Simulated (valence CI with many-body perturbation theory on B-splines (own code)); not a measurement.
# Missing levels of Cd XXXVI

Calculated by configuration interaction combined with many-body perturbation theory (CI+MBPT): three valence electrons over a frozen Dirac-Fock core [Ne], radial functions for each j: 11 s, 11 p, 9 d, 7 f, 5 g, 2 h, 1 i, with the one-electron correlation potential Σ1, the two-electron term Σ2, the three-electron term Σ3, Breit, model QED; selected CI, second order for the rest (own B-spline code, finite nucleus).

The last digits are not significant, and no measured levels were compared; by estimate large intervals hold to a few tenths of a per cent, small ones and those within an open d or f shell to about a per cent.

| Level | E (eV) |
| --- | --- |
| (3s^2 3p1/2) J=1/2 | 0.00 |
| (3s^2 3p3/2) J=3/2 | ? |
| (3s 3p1/2^2) J=1/2 | ? |
| (3s 3p1/2 3p3/2) J=3/2 [a] | 117.92 |
| (3s 3p1/2 3p3/2) J=5/2 | 127.01 |
| (3s 3p1/2 3p3/2) J=3/2 [b] | 140.43 |
| (3s 3p1/2 3p3/2) J=1/2 | 149.01 |
| (3s 3p3/2^2) J=5/2 | 168.34 |
| (3s^2 3d3/2) J=3/2 | 180.06 |
| (3s^2 3d5/2) J=5/2 | 194.79 |
| (3s 3p3/2^2) J=1/2 | ? |
| (3s 3p3/2^2) J=3/2 | ? |
| (3p1/2^2 3p3/2) J=3/2 | 228.04 |
| (3s 3p1/2 3d3/2) J=3/2 [a] | 241.39 |
| (3s 3p1/2 3d3/2) J=5/2 | 246.49 |
| (3s 3p1/2 3d5/2) J=5/2 [a] | 258.19 |
| (3s 3p1/2 3d3/2) J=1/2 | ? |
| (3s 3p1/2 3d3/2) J=3/2 [b] | 261.97 |
| (3p1/2 3p3/2^2) J=3/2 [a] | ? |
| (3s 3p1/2 3d5/2) J=7/2 | 263.21 |

Levels are named by their leading jj configuration (3d3/2^4 stands for four electrons in 3d with j = 3/2), which in mixed levels can hold well under half, so a name can repeat and another be missing. Letters in brackets count levels of one name in rising energy.

(1) The levels stand in rising order. What does the calculation give for the missing energies?

Answers

(1) (3s^2 3p3/2) J=3/2 47.54; (3s 3p1/2^2) J=1/2 83.79; (3s 3p3/2^2) J=1/2 196.92; (3s 3p3/2^2) J=3/2 201.89; (3s 3p1/2 3d3/2) J=1/2 261.81; (3p1/2 3p3/2^2) J=3/2 [a] 262.90.
